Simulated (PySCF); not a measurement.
# Mn⁺ (manganese, charge +1): UHF calculation

Configuration: [Ar] 3d5 4s1, high-spin 7S determinant. All numbers are calculated (PySCF 2.14, the non-relativistic Hamiltonian (point nucleus), in def2-SVP).

| Quantity | Value |
| --- | --- |
| Total energy | -1149.478460 hartree |
| One-electron energy | -1577.7135 hartree |
| Hartree (Coulomb) energy | 479.1159 hartree |
| Exchange energy | -50.8808 hartree |
| Kinetic energy | 1149.15796 hartree |
| ⟨S²⟩ | 12.0001 |
| ⟨L²⟩ | 0.000 |
| Sum of ⟨r⟩ | 17.95 bohr |
| Sum of ⟨r²⟩ | 26.24 bohr² |
| Density at the nucleus (Gaussians lack the cusp) | 9920 bohr⁻³ |
| Spin density at the nucleus | 4.38 bohr⁻³ |
| Langevin diamagnetic susceptibility | -20.8 ×10⁻⁶ cm³/mol |
| Time after the integrals | 0.08 s of wall time on 1 thread of Neoverse-V1 (shared host) |

| shell | electrons | mean orbital energy (eV) | rms radius, mean of both spins (bohr) |
| --- | --- | --- | --- |
| 1s α | 1 | -6553.1 | 0.0713 |
| 1s β | 1 | -6553.0 | 0.0713 |
| 2s α | 1 | -801.97 | 0.305 |
| 2s β | 1 | -798.20 | 0.305 |
| 2p α | 3 | -685.22 | 0.274 |
| 2p β | 3 | -681.58 | 0.274 |
| 3s α | 1 | -117.52 | 0.925 |
| 3s β | 1 | -106.14 | 0.925 |
| 3p α | 3 | -82.336 | 0.992 |
| 3p β | 3 | -68.747 | 0.992 |
| 3d α | 5 | -25.553 | 1.26 |
| 4s α | 1 | -14.659 | 3.17 |
